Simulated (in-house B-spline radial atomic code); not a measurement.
How numerical settings move a run on Fe⁷⁺, [Ar] 3d1. Computed with an all-electron radial atomic-structure program (B-spline basis): Dirac-Kohn-Sham PBE0, spherical fractional occupations, Fermi nucleus of rms radius 3.7377 fm.

Command:
```bash
python run_scf.py task.json out
```
Settings of the sound reference run:
```
Z                26
electrons        19
configuration    [Ar] 3d1
hamiltonian      dirac
method           pbe0
spin_polarised   False
nucleus          fermi
rms_radius       3.7377
mass_number      56
atomic_mass      55.93494
speed_of_light   137.036
knot_spacing     0.22
spline_order     8
gauss_points     12
box_radius       7.79
max_iterations   70
damping          0.5
damped_steps     3
diis_vectors     10
tolerance        1e-08
start            Thomas-Fermi
```

Run time, properties included: 1.6 s on 1 thread of Arm Neoverse N1 (shared host).

It converges in 8 iterations to -1257.402870 hartree, with 3d5/2 at -133.876 eV. The other runs change the listed settings, some to values that make no sense; their results aren't properties of the atom or ion. Radii are in bohr (the nuclear one in fm), a minus after a letter asks for a j subshell, and «unchanged» means within 1e-8 hartree. The run stops when the residual is below 10 × tolerance × max(1, Z/10), or a noise floor if that is larger, and the energy moves by less than 1e-8 × √|E| hartree; so very loose and very tight tolerances often act alike.

```tsv
changed settings	outcome
box_radius = 31.16, max_iterations = 60, damping = 0.2, tolerance = 0.001	converged in 7 iterations, energy +1.23e-08 hartree from the reference, 3d5/2 level +8.0e-05 eV
first_knot = 0.0115	converged in 8 iterations, energy +1.19e-02 hartree from the reference, 3d5/2 level -1.5e-03 eV
tolerance = 1e-13	converged in 8 iterations, energy unchanged
first_knot = 3.85e-06	converged in 8 iterations, energy -4.40e-07 hartree from the reference
damped_steps = 30	converged in 19 iterations, energy unchanged, 3d5/2 level -6.4e-07 eV
electrons = 27, configuration = [Ar] 3d1 5s2 5p6, max_iterations = 75	converged in 10 iterations to -1263.6086 hartree, a different physical problem (warning: 5p1/2 has a positive eigenvalue: unbound, held by the box)
first_knot = 0.0385	converged in 8 iterations, energy +2.13e-01 hartree from the reference, 3d5/2 level -2.6e-02 eV
knot_spacing = 0.1, spline_order = 4, gauss_points = 6, max_iterations = 50, damped_steps = 30	converged in 18 iterations, energy +5.72e-07 hartree from the reference, 3d5/2 level +9.3e-06 eV
first_knot = 3.85e-05	converged in 8 iterations, energy -1.30e-06 hartree from the reference, 3d5/2 level +4.7e-06 eV
method = scan,scan	stopped with error: meta-GGAs are not served with the Dirac Hamiltonian
gauss_points = 4, max_iterations = 60, diis_vectors = 20, tolerance = 1e-13, start = bare nucleus	converged in 9 iterations, energy -1.97e-07 hartree from the reference, 3d5/2 level -8.8e-07 eV
electrons = 20, configuration = [Ar] 3d1 4s-1, max_iterations = 75	stopped with error: j subshells need the Dirac Hamiltonian and l > 0
damped_steps = 1	converged in 7 iterations, energy unchanged, 3d5/2 level +1.2e-06 eV
```

What happens with damped_steps = 8?

Converged in 12 iterations, energy unchanged, 3d5/2 level +4.1e-06 eV.

What happens with first_knot = 0.00385?

Converged in 8 iterations, energy -2.44e-03 hartree from the reference, 3d5/2 level -7.9e-05 eV.

What happens with knot_spacing = 0.15, max_iterations = 100, damping = 0, damped_steps = 1, diis_vectors = 1?

Converged in 15 iterations, energy -2.62e-06 hartree from the reference, 3d5/2 level -4.7e-07 eV.

What happens with damped_steps = 0?

Converged in 6 iterations, energy unchanged, 3d5/2 level -7.8e-06 eV.
